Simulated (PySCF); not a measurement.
## Hg³⁺ (mercury, charge +3) across methods

[Xe] 4f14 5d9, 2D determinant. Computed with PySCF 2.14 in aug-cc-pwCVTZ-PP with ECP60MDF (8s8p7d4f3g, 122 functions), with scalar relativity through the core potential.

| method | E (hartree) | mean ε 5p β (eV) | mean ε 5d α (eV) | mean ε 5d β (eV) | Σ⟨r²⟩ (bohr²) | ⟨S²⟩ |
| --- | --- | --- | --- | --- | --- | --- |
| HSE06 | -151.1428 | -103.87 | -44.457 | -43.596 | 29.32 | 0.753 |
| wB97M-V | -151.0886 | -107.00 | -47.331 | -46.525 | 29.32 | 0.751 |
| LDA | -150.8628 | -100.33 | -42.999 | -42.215 | 29.61 | 0.751 |
| UHF | -150.36837 | -115.02 | -49.945 | -48.790 | 29.14 | 0.755 |
| PBE0 | -151.1469 | -104.29 | -44.883 | -44.019 | 29.31 | 0.753 |
| PBE | -151.1618 | -100.31 | -42.837 | -42.051 | 29.44 | 0.752 |
| r2SCAN | -151.2020 | -102.03 | -43.258 | -42.338 | 29.23 | 0.755 |
| wB97X-V | -151.1339 | -106.62 | -47.310 | -46.546 | 29.29 | 0.751 |

Energies and moments cover only the electrons outside the core potential. Spin-orbit coupling, absent here, splits the open shell strongly.
